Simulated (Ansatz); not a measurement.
Mulliken charges of CH₄AlClO₂ (`O[CH2][Al]([OH])[Cl]`) from r2SCAN/def2-TZVPP in Ansatz (PBE0-D4/def2-TZVP geometry).

| atom | x (Å) | y (Å) | z (Å) | charge (e) |
| --- | --- | --- | --- | --- |
| O1 | 1.914 | 0.046 | -0.785 | -0.354 |
| C2 | 0.770 | -0.731 | -0.441 | -0.092 |
| Al3 | -0.657 | 0.335 | 0.379 | 0.630 |
| O4 | -1.852 | -0.329 | 1.362 | -0.418 |
| Cl5 | -0.651 | 2.394 | -0.064 | -0.283 |
| H6 | 1.626 | 0.864 | -1.197 | 0.205 |
| H7 | 1.107 | -1.486 | 0.276 | 0.062 |
| H8 | 0.401 | -1.300 | -1.308 | 0.057 |
| H9 | -2.571 | 0.160 | 1.761 | 0.193 |

**Question.** By hand: the dipole of these point charges (1 e Å = 4.8032 D).

**Answer.** Σ q r = (-0.275, -0.236, 0.043) e Å, of length 0.365 e Å = 1.75 D.

**Question.** How does the dipole of the full density compare? (An estimate is asked.)

**Answer.** The calculation gave: (-0.357, -0.030, 0.045) e Å, 1.73 D; the point charges give 1.01 times that, at 36° from its direction.

Point charges leave out the atoms' own dipoles, such as those of lone pairs, and Mulliken's split depends on the basis, so the two needn't agree.
